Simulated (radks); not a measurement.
Species: Pm+. Configuration: [Xe] 4f5 6s1.

All-electron calculation, scalar-relativistic Kohn-Sham, Slater X-alpha with alpha = 0.907, spin-polarised, spherical densities, finite nucleus; open shells are filled with parallel spins first (spin-orbit coupling, left out, can overturn this in heavy ions); Fermi nuclear charge, rms radius 4.962 fm. Program: a radial shooting solver on a logarithmic mesh with Libxc functionals.

Energy parts (hartree):
| part | energy |
|---|---|
| total | -10085.2300 |
| kinetic | 10757.6184 |
| electron-nucleus | -24462.6950 |
| Hartree | 3915.5253 |
| exchange | -295.6787 |

Orbitals (lengths in bohr, moments of r in powers of bohr; r(90%) holds 90 % of the orbital's charge):
orbital,occ.,eigenvalue (hartree),r(90%),<r^4>
1s up,1,-1660.539,0.0418,1.411e-06
1s down,1,-1660.538,0.0418,1.411e-06
2s up,1,-271.3489,0.153,0.0002274
2s down,1,-271.3464,0.153,0.0002273
2p up,3,-242.8141,0.141,0.0001674
2p down,3,-242.8125,0.141,0.0001673
3s up,1,-59.67875,0.381,0.008954
3s down,1,-59.59056,0.380,0.008920
3p up,3,-50.68017,0.386,0.009316
3p down,3,-50.59298,0.385,0.009272
3d up,5,-38.30222,0.366,0.007511
3d down,5,-38.23427,0.366,0.007458
4s up,1,-12.22512,0.847,0.2240
4s down,1,-12.00720,0.847,0.2238
4p up,3,-9.25544,0.907,0.2922
4p down,3,-9.03735,0.907,0.2925
4d up,5,-5.04168,1.02,0.4702
4d down,5,-4.82474,1.02,0.4754
5s up,1,-1.91271,2.03,7.428
5s down,1,-1.78056,2.07,7.942
5p up,3,-1.17971,2.41,14.60
5p down,3,-1.07306,2.45,15.52
4f up,5,-0.51751,1.64,4.125
6s up,1,-0.35910,5.37,356.0
4f down,0,-0.32452,1.79,6.118
6s down,0,-0.25725,5.56,413.8

The highest occupied level is 6s up at -9.771 eV. The electron density at the nucleus is 5.14e+05 e/bohr^3 (large components only).
